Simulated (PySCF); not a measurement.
Correlation energy of F⁺ (fluorine, charge +1)

[He] 2s2 2p4, high-spin 3P determinant. All numbers are calculated (PySCF 2.14, no relativity, point nucleus, in cc-pVTZ (4s3p2d1f, 30 functions)). Frozen: 1s2; 6 electrons correlated.

MP2 pair energies summed by pair of shells (mhartree):

```csv
pair,energy,share (%)
2p-2p,-67.44,47.1
2s-2p,-65.87,46.0
2s-2s,-9.92,6.9
```

Total MP2 correlation energy: -143.23 mhartree.

Same-spin part -35.04 and opposite-spin part -108.20 mhartree; SCS-MP2 scales them by 1/3 and 6/5 to -141.51 mhartree.

| level | correlation energy (mhartree) |
| --- | --- |
| CCSD | -158.49 |
| (T) | -2.05 |
| CCSD(T) | -160.54 |

Diagnostics: T1 = 0.0039, D1 = 0.0078, largest double amplitude 0.031.

Is a single reference adequate?

Yes: T1 lies below 0.03 and no double amplitude reaches 0.07.
